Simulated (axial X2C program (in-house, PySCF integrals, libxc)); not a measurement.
## Estimating the spin–orbit splitting of the π levels of IF

Calculated with an in-house all-electron X2C program for linear molecules (integrals from PySCF). Spin-free means the one-electron spin-free X2C Hamiltonian; two-component (2c) means X2C with spin–orbit coupling and atomic mean-field two-electron Coulomb and Gaunt terms, so the difference of the two also holds small scalar two-electron terms. Basis: I dyall-v3z [11s12p8d1f], F dyall-v3z [6s5p2d1f] (cores contracted in-house); Gaussian nuclei, density fitting, unrestricted open shells. Masses: I 126.904 u, F 18.998 u.

Hartree–Fock at 1.931 Å, closed shell. Valence p splittings ε(p3/2) − ε(p1/2) of spherical Dirac–Hartree–Fock atoms with fractionally filled p shells: I 5p 1.126 eV, F 2p 0.072 eV.

| filled π level (eV), spin-free | I p share | F p share |
| --- | --- | --- |
| -17.98 | 0.05 | 0.93 |
| -11.02 | 0.94 | 0.05 |

Task: In first order a p shell splits by 3ζ/2 and a π orbital by ζ. Estimate the splitting of each π level from the shares.

Result: level -17.98 eV: (2/3) × (0.05 × 1.126 + 0.93 × 0.072) = 0.08 eV; level -11.02 eV: (2/3) × (0.94 × 1.126 + 0.05 × 0.072) = 0.71 eV.

The two-component Hartree–Fock calculation gives:

```json
{"ε(ω = 1/2) (eV)": "-17.950", "σ share of it": "0.04", "ε(ω = 3/2) (eV)": "-17.844", "splitting (eV)": "0.11", "estimate (eV)": "0.08"}
{"ε(ω = 1/2) (eV)": "-11.447", "σ share of it": "0.02", "ε(ω = 3/2) (eV)": "-10.634", "splitting (eV)": "0.81", "estimate (eV)": "0.71"}
```

The estimate leaves out the mixing of π1/2 with σ1/2 levels, which pushes the ω = 1/2 spinor up or down, the d and f parts of the orbital, small shares of the strongly split outer-core p shell of a metal, the Gaunt term (absent from the atomic values), and the change of the atomic p orbitals with charge; Löwdin shares depend on the basis.
